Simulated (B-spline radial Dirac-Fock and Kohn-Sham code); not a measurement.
**Lu 4s: cross section and angular parameters**

System: the free lutetium atom, [Xe] 4f14 5d1 6s2; threshold 506.8 eV (tabulated edge). The computed values come from an atomic code on a B-spline grid: Dirac-Hartree-Slater photoionisation with a Latter tail; cross sections with all multipoles, angular parameters from the dipole term and its interference with E2.

The run's input, task.json:

```json
{"items": [{
  "Z": 71,
  "q": 0,
  "cfg": [[1, 0, 2], [2, 0, 2], [2, 1, 6], [3, 0, 2], [3, 1, 6], [3, 2, 10], [4, 0, 2], [4, 1, 6], [4, 2, 10], [4, 3, 14], [5, 0, 2], [5, 1, 6], [5, 2, 1], [6, 0, 2]],
  "A": 175,
  "rrms": 5.37,
  "do": "xps",
  "hv": [50.7, 76.7, 79.5, 80.1, 81.9, 116.0, 124.0, 175.0, 196.0, 259.0, 289.0, 300, 335.0, 600, 658.0, 800, 804.0, 1340.0, 2000, 2020.0, 4000, 4410.0, 4460.0, 4940.0, 5414.7, 7110.0, 7930.0, 9251.7, 10900.0, 15000],
  "edges": {"K": 63314.0, "L1": 10870.0, "L2": 10349.0, "L3": 9244.0, "M1": 2491.0, "M2": 2264.0, "M3": 2024.0, "M4": 1639.0, "M5": 1589.0, "N1": 506.8, "N2": 412.4, "N3": 359.2, "N4": 206.1, "N5": 196.3}
}]}
```

Command: `python xray2_run.py task.json out`

```
hν (eV)  σ (kb)      β       γ
    600    68.4  1.822   0.551
    658    63.4  1.843   0.577
    800    52.7  1.876   0.600
    804    52.4  1.877   0.600
   1340    27.8  1.921   0.508
   2000    15.3  1.937   0.347
   2020    15.1  1.938   0.343
   4000    4.74  1.953   0.007
   4410    3.99  1.955  -0.035
   4460       ?      ?       ?
   4940    3.25  1.956  -0.077
 5414.7    2.74  1.958  -0.106
   7110    1.64  1.960  -0.151
   7930    1.33  1.961  -0.149
 9251.7   0.985  1.962  -0.123
  10900   0.712  1.963  -0.064
  15000   0.371  1.963   0.167
```

**Question.** Give the values at 4460 eV.

**Answer.** σ = 3.91 kb, β = 1.955, γ = -0.039. For an s subshell δ is negligible.
